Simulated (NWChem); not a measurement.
Ionisation of C4H3S

```
C
C 1 1.3697
H 2 1.0899 1 128.38
H 1 1.0918 2 123.14 3 0.00
C 1 1.4341 4 123.53 2 180.00
C 5 1.3575 1 109.34 4 180.00
H 5 1.0906 6 125.69 1 180.00
S 6 1.7005 5 115.66 7 180.00
```
Charge 0, spin multiplicity 2.

The numbers come from NWChem runs, not from measurements. All single points use one geometry, from UPBE0/def2-SVP, a minimum by its harmonic frequencies.

Basis set: def2-TZVP. −ε marks an orbital energy of the parent.

The structure started from a generated list of species. The unpaired electrons of the parent sit in orbitals of symmetry a' (Cs labels of the run); other states weren't searched. The stability of the SCF solutions was not checked.

Problem. Order these methods by the first vertical ionisation energy they give, lowest first: G0W0@PBE, −ε(beta HOMO) of PBE, G0W0@PBE0, G0W0@BHandHLYP.

Solution. −ε(beta HOMO) of PBE (5.84 eV), G0W0@PBE (8.52 eV), G0W0@PBE0 (8.73 eV), G0W0@BHandHLYP (8.89 eV)
